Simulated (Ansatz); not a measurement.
Molecule: sum formula BNHCl$_{2}$ (charge 0, doublet). It need not be the lowest isomer of its formula. 
Structure (B3LYP-D3(BJ)/def2-TZVP (Ansatz, a program for electronic structure) minimum search):
```
B
N 1 1.3963
H 2 1.0139 1 126.07
Cl 1 1.7627 2 119.58 3 -92.51
Cl 1 1.7627 2 119.58 3 92.51
```
Charge 0, spin multiplicity 2.

Basis-set convergence of Hartree-Fock and CCSD(T) correlation energies (hartree) with Ansatz. Correlated levels leave the core frozen unless marked. UHF or UKS for open shells. No spin-orbit coupling. Non-relativistic.

```json
[
 {"basis": "aug-cc-pV(D+d)Z", "functions": "119", "E(HF)": "-998.81602", "E(corr, CCSD(T))": "-0.57800"},
 {"basis": "aug-cc-pV(T+d)Z", "functions": "225", "E(HF)": "[?]", "E(corr, CCSD(T))": "[?]"}
]
```

Question: What belongs in the gaps?

Answer: 
- aug-cc-pV(T+d)Z, E(HF): -998.85902
- aug-cc-pV(T+d)Z, E(corr, CCSD(T)): -0.72640
